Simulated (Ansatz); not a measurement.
The first iterations of a band of F4Ge + H4Si (10 atoms, charge 0, multiplicity 1).

All numbers below come from Ansatz, RKS PBE0/def2-SVP.

```
movable images  : 7
climbing image  : yes
spring          : 20.0 eV/Å²
optimiser       : quadratic models (default)
start path      : through a guess of the saddle point
force threshold : 0.05 eV/Å
iteration limit : 60
end points      : relaxed
```

Initial state:

```xyz
10
Properties=species:S:1:pos:R:3
Ge 0.622 -0.073 -0.133
F 1.119 0.180 1.472
F 1.972 0.029 -1.157
F -0.507 1.118 -0.583
F -0.082 -1.611 -0.285
Si -3.127 0.073 1.345
H -3.146 -0.579 0.003
H -4.030 -0.665 2.276
H -3.571 1.492 1.226
H -1.735 0.036 1.889
```

Final state:

```xyz
10
Properties=species:S:1:pos:R:3
Ge -0.587 -0.131 -0.314
F -0.385 0.064 2.589
F 0.485 1.189 -0.581
F -0.687 -0.920 -1.843
F 0.398 -1.257 0.616
Si -2.667 0.358 0.730
H -3.644 0.547 -0.379
H -3.017 -0.835 1.545
H -2.492 1.599 1.523
H 0.110 -0.612 2.168
```

| iteration | highest image above the first end (eV) | largest band force component (eV/Å) |
| --- | --- | --- |
| 1 | 40.847 | 90.911 |
| 2 | 7.044 | 20.592 |
| 3 | 3.165 | 11.968 |
| 4 | 2.000 | 4.985 |
| 5 | 2.034 | 2.649 |
| 6 | 2.193 | 1.151 |
| 7 | 2.010 | 6.244 |

**Question.** Does the band converge within its limit, and where does its top end?

**Answer.** The run converged. It ended after 23 iterations with the highest image 1.957 eV above the first end. Neighbouring images differ by up to 1.7 eV, so the band resolves the path poorly. Another band between the same ends (7 images) ends at a top of the same energy, where a vibrational analysis finds 1 clearly imaginary mode. The orbitals stay closed-shell, which can raise the energy where a bond breaks towards radicals; this wasn't checked here.

Run time: 6.3 min on 4 threads of Arm Neoverse V1, with other jobs on the host, peak memory 0.37 GiB.
